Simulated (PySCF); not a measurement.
C5H7F, SMILES CC1=C(F)CC1. Heavy atoms are numbered as in [CH3:1][C:2]1=[C:3]([F:4])[CH2:5][CH2:6]1. Hydrogens are named by the atom that carries them.

Coordinates come from a PBE0-D3(BJ)/def2-SVP optimisation. The structure was generated by enumeration, and PubChem lists no compound with its InChIKey, so it may never have been made.

All values below come from ωB97X/def2-TZVP in PySCF.

ESP charges are fitted to the potential on shells at 1.4 to 2.0 van der Waals radii. Atomic charges (e), one atom of each kind:

```tsv
atom	IAO	ESP fit	Mulliken
C1 (CH3)	-0.43	-0.74	-0.31
C2	…	0.23	-0.13
C3	0.27	0.15	0.16
F4	-0.27	-0.17	-0.20
C5 (CH2)	…	-0.29	-0.17
C6 (CH2)	-0.24	-0.24	-0.14
H on C1	…	0.20	0.13
H on C5	…	0.13	0.11
H on C6	0.13	0.10	0.10
```

**Question.** Fill in the missing entries. (The exact figures need the calculation; the answer reports its results.)

**Answer.** 
- C2, IAO: -0.05
- C5 (CH2), IAO: -0.28
- H on C1, IAO: 0.15
- H on C5, IAO: 0.14

**Question.** Give the Mayer and Wiberg (Löwdin basis) orders of the bonds. (An estimate is asked for; the answer gives what the named calculation found.)

**Answer.** 
```
bond   Mayer  Wiberg
-----  -----  ------
C1–C2   0.87    1.30
C2–C3   1.75    1.79
C3–F4   1.08    1.78
C3–C5   1.11    1.18
C2–C6   0.97    1.12
C5–C6   1.02    1.12
```
